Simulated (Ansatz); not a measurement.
SnBr₂⁺. Charge 1, multiplicity 4. Geometry B3LYP-D4/def2-TZVP; atoms count from 1.

```xyz
3

Sn   -0.044   -0.194   -1.386
Br    1.464    0.748    0.556
Br   -1.420   -0.554    0.830
```

In the def2 sets Sn takes a core potential; there is no spin–orbit coupling. At PBE0-D4/def2-TZVP a doublet of charge 1 lies 3.39 eV below the quartet, each at its own geometry. The structure comes from a short search, and lower isomers may exist.

Estimate the Mulliken populations from the PBE0/def2-TZVP orbitals of Ansatz.


```csv
atom,charge (e),spin (α − β)
Sn1,0.70,1.37
Br2,0.15,0.81
Br3,0.15,0.81
```
Mulliken values depend strongly on the basis.

Where does the spin sit?

Summed by element: Sn 1.37, Br 1.63, of 3 unpaired in all. Largest on single atoms: Sn1 1.37, Br2 0.81, Br3 0.81.

And the Mayer bond orders between heavy atoms (over 0.3)?

Sn1–Br2 0.82 (2.63 Å); Sn1–Br3 0.82 (2.63 Å); Br2–Br3 0.56 (3.18 Å).
